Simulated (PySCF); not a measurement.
# Electron correlation in Si⁻ (silicon, charge -1)

[Ne] 3s2 3p3, high-spin 4S determinant. Calculation: PySCF 2.14, in dyall-acv3z (19s12p6d4f, 113 functions); the spin-free X2C one-electron Hamiltonian (Gaussian nucleus). Frozen: [Ne]; 5 electrons correlated; the 23 highest virtual orbitals of each spin left out.

MP2 pair energies summed by pair of shells (mhartree):

```
 pair  energy  share (%)
3s-3p  -48.14       61.9
3p-3p  -16.86       21.7
3s-3s  -12.76       16.4
```

Total MP2 correlation energy: -77.76 mhartree.

Same-spin part -22.36 and opposite-spin part -55.40 mhartree; SCS-MP2 scales them by 1/3 and 6/5 to -73.94 mhartree.
